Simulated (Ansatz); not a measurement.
Cost and result for the atomization energy of `CC[Si]O` (10 atoms, 9 bonds).

| atom | x (Å) | y (Å) | z (Å) |
| --- | --- | --- | --- |
| C1 | 0.696 | 0.670 | -0.252 |
| C2 | -0.573 | 0.441 | 0.556 |
| Si3 | -1.401 | -1.285 | 0.544 |
| O4 | -0.409 | -2.144 | -0.464 |
| H5 | 0.533 | 0.488 | -1.319 |
| H6 | 1.066 | 1.695 | -0.163 |
| H7 | 1.508 | 0.013 | 0.077 |
| H8 | -0.410 | 0.677 | 1.619 |
| H9 | -1.364 | 1.142 | 0.252 |
| H10 | 0.353 | -1.697 | -0.850 |

The species carries charge 0 and has multiplicity 1. All single points use the PBE0-D4/def2-TZVP geometry. It is one conformer, not always the lowest. Program: Ansatz. All runs use 4 threads of an Arm Neoverse V2 on a shared host. Times are those of one run each, without the atoms' runs, and a repeat can differ threefold. Electronic energies, without spin–orbit coupling; frozen cores. CCSD(T)/CBS adds CCSD(T) − MP2 in def2-TZVPP to the MP2 limit, and its time is that of the two runs behind it. T1 = 0.013; the RHF reference is unstable towards UHF. B3LYP takes the VWN-RPA correlation (the form of Gaussian; ORCA's B3LYP/G). HSE06 is the plane-wave form, built on full-range PBE exchange.

CCSD(T)/CBS is a level of theory with its own doubt, some kJ/mol a heavy atom from the limit and from the frozen cores, so smaller differences don't rank the functionals.

```tsv
level	functions	wall time
LDA (SPW92)/def2-TZVPP	219	0.9 s
revPBE-D4/def2-TZVPP	219	1.4 s
BLYP-D4/def2-TZVPP	219	1.4 s
BHLYP-D4/def2-TZVPP	219	1.6 s
CCSD(T)/def2-SVP	90	1.9 s
HSE06-D4/def2-TZVPP	219	1.9 s
B3LYP-D4/def2-TZVPP (with forces)	219	2.6 s
ωB97X-V/def2-TZVPP	219	4.6 s
B97M-V/def2-TZVPP	219	5.5 s
ωB97M-V/def2-TZVPP (with forces)	219	6.5 s
MP2/def2-QZVPP	421	14 s
CCSD(T)/def2-TZVPP	219	47 s
CCSD(T)/CBS(def2)	–	61 s
```

Problem. What atomization energy does each give, and how far from CCSD(T)/CBS? (Best estimate.)

Solution. The calculation gave: 
```json
{"level": "LDA (SPW92)/def2-TZVPP", "atomization (kJ/mol)": "4298.2", "difference from CCSD(T)/CBS": "516.8", "per bond": "57.4"}
{"level": "revPBE-D4/def2-TZVPP", "atomization (kJ/mol)": "3749.5", "difference from CCSD(T)/CBS": "-31.9", "per bond": "-3.6"}
{"level": "BLYP-D4/def2-TZVPP", "atomization (kJ/mol)": "3768.9", "difference from CCSD(T)/CBS": "-12.5", "per bond": "-1.4"}
{"level": "BHLYP-D4/def2-TZVPP", "atomization (kJ/mol)": "3668.5", "difference from CCSD(T)/CBS": "-112.9", "per bond": "-12.5"}
{"level": "CCSD(T)/def2-SVP", "atomization (kJ/mol)": "3564.6", "difference from CCSD(T)/CBS": "-216.8", "per bond": "-24.1"}
{"level": "HSE06-D4/def2-TZVPP", "atomization (kJ/mol)": "3773.4", "difference from CCSD(T)/CBS": "-8.0", "per bond": "-0.9"}
{"level": "B3LYP-D4/def2-TZVPP (with forces)", "atomization (kJ/mol)": "3774.3", "difference from CCSD(T)/CBS": "-7.1", "per bond": "-0.8"}
{"level": "ωB97X-V/def2-TZVPP", "atomization (kJ/mol)": "3779.7", "difference from CCSD(T)/CBS": "-1.7", "per bond": "-0.2"}
{"level": "B97M-V/def2-TZVPP", "atomization (kJ/mol)": "3783.0", "difference from CCSD(T)/CBS": "1.6", "per bond": "0.2"}
{"level": "ωB97M-V/def2-TZVPP (with forces)", "atomization (kJ/mol)": "3794.8", "difference from CCSD(T)/CBS": "13.4", "per bond": "1.5"}
{"level": "MP2/def2-QZVPP", "atomization (kJ/mol)": "3788.4", "difference from CCSD(T)/CBS": "7.0", "per bond": "0.8"}
{"level": "CCSD(T)/def2-TZVPP", "atomization (kJ/mol)": "3685.7", "difference from CCSD(T)/CBS": "-95.7", "per bond": "-10.6"}
{"level": "CCSD(T)/CBS(def2)", "atomization (kJ/mol)": "3781.4", "difference from CCSD(T)/CBS": "0.0", "per bond": "0.0"}
```

At CCSD(T), def2-SVP lies −216.8 kJ/mol from the extrapolated value and def2-TZVPP −95.7 kJ/mol: correlation converges slowly with the basis, and small sets miss more of it in the bonded molecule than in its fragments. The D4 term adds +29.9 kJ/mol with B3LYP and +15.5 kJ/mol with PBE0; it sums over pairs of atoms, weighted by their polarisabilities, and B3LYP, whose exchange is more repulsive, gets the larger term. Leaving LDA and LC-ωPBE aside and taking each functional with its dispersion term where it has one, the values, not all of them listed here, spread over 166.8 kJ/mol, from BHLYP-D4 to PBE-D4. LDA lies +481.5 kJ/mol from PBE without D4, its usual overbinding.
